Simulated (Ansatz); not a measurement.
Geometry optimisation, RHF/def2-SVP (Ansatz).

Input:

```yaml
crystal:
  periodic: [false, false, false]
  atoms:
    - { symbol: Ga, position_ang: [0.0, 0.0, 0.0] }
    - { symbol: H, position_ang: [0.0, 0.0, 1.92] }
    - { symbol: H, position_ang: [1.3596, 0.0, -0.785] }
    - { symbol: H, position_ang: [-1.3596, 0.0, -0.785] }
    - { symbol: O, position_ang: [0.0874, -1.9815, 0.659] }
    - { symbol: Al, position_ang: [-0.7285, -3.3552, -0.1255] }
    - { symbol: H, position_ang: [0.0215, -4.7121, -0.2991] }
    - { symbol: H, position_ang: [-2.1934, -3.2024, -0.6394] }
    - { symbol: H, position_ang: [0.0441, -1.0002, 1.8157] }
basis:
  gaussian: { orbitals: def2-SVP }
hamiltonian:
  xc: hf
relax:
  f_tol: 0.15
  max_steps: 25
  restrain:
    - { distance: [0, 4], at: 2.99, k: 30.0 }
    - { distance: [8, 1], at: 1.86, k: 30.0 }
    - { distance: [0, 1], at: 1.57, k: 30.0 }
    - { distance: [8, 4], at: 1.01, k: 30.0 }
```

Launched with:

```bash
$ ansatz run input.yaml --threads 1 --pin off --max-ram 2048MiB --backend cpu --events-out ev --progress --plain --runs-dir out
```

Q: Where does it end, and by what steps?

A: The forces met the threshold. The restraints hold the end off the free minimum. After 19 steps the energy has fallen by 2.155 eV (the restraints' own energy left out); H8 moved furthest, 1.81 Å. Parted: Ga1–O5 (2.09 → 2.98 Å). Joined: O5–H9 (1.52 → 0.97 Å).

```json
{"step": "0", "energy less start (eV)": "0.0000", "largest force component (eV/Å)": "3.494", "accepted": "yes"}
{"step": "1", "energy less start (eV)": "0.0314", "largest force component (eV/Å)": "3.792", "accepted": "yes"}
{"step": "2", "energy less start (eV)": "-1.0599", "largest force component (eV/Å)": "4.331", "accepted": "yes"}
{"step": "3", "energy less start (eV)": "-1.6528", "largest force component (eV/Å)": "1.978", "accepted": "yes"}
{"step": "4", "energy less start (eV)": "-1.4686", "largest force component (eV/Å)": "4.584", "accepted": "yes"}
{"step": "5", "energy less start (eV)": "-1.9834", "largest force component (eV/Å)": "1.327", "accepted": "yes"}
{"step": "6", "energy less start (eV)": "-2.0237", "largest force component (eV/Å)": "1.474", "accepted": "yes"}
{"step": "7", "energy less start (eV)": "-2.0375", "largest force component (eV/Å)": "1.401", "accepted": "yes"}
{"step": "8", "energy less start (eV)": "-2.0342", "largest force component (eV/Å)": "1.494", "accepted": "no"}
{"step": "9", "energy less start (eV)": "-2.0503", "largest force component (eV/Å)": "1.362", "accepted": "yes"}
{"step": "10", "energy less start (eV)": "-2.0636", "largest force component (eV/Å)": "1.306", "accepted": "yes"}
{"step": "11", "energy less start (eV)": "-2.0807", "largest force component (eV/Å)": "1.250", "accepted": "yes"}
{"step": "12", "energy less start (eV)": "-2.0949", "largest force component (eV/Å)": "1.224", "accepted": "yes"}
{"step": "13", "energy less start (eV)": "-2.1014", "largest force component (eV/Å)": "1.240", "accepted": "yes"}
{"step": "14", "energy less start (eV)": "-2.1020", "largest force component (eV/Å)": "1.245", "accepted": "yes"}
{"step": "15", "energy less start (eV)": "-2.1368", "largest force component (eV/Å)": "1.219", "accepted": "yes"}
{"step": "16", "energy less start (eV)": "-2.1442", "largest force component (eV/Å)": "1.196", "accepted": "yes"}
{"step": "17", "energy less start (eV)": "-2.1457", "largest force component (eV/Å)": "1.201", "accepted": "no"}
{"step": "18", "energy less start (eV)": "-2.1512", "largest force component (eV/Å)": "1.176", "accepted": "yes"}
{"step": "19", "energy less start (eV)": "-2.1546", "largest force component (eV/Å)": "1.161", "accepted": "yes"}
```

```xyz
9
Properties=species:S:1:pos:R:3
Ga 0.262 0.580 -0.040
H -0.349 0.216 1.366
H 1.803 0.859 -0.174
H -0.715 0.748 -1.263
O -0.167 -2.304 0.573
Al -0.859 -3.801 0.155
H -0.089 -4.648 -0.920
H -2.212 -4.252 0.834
H -0.443 -1.649 1.231
```

Run time: 45 s on 1 thread of Arm Neoverse V1, on a shared host, peak memory 0.19 GiB.
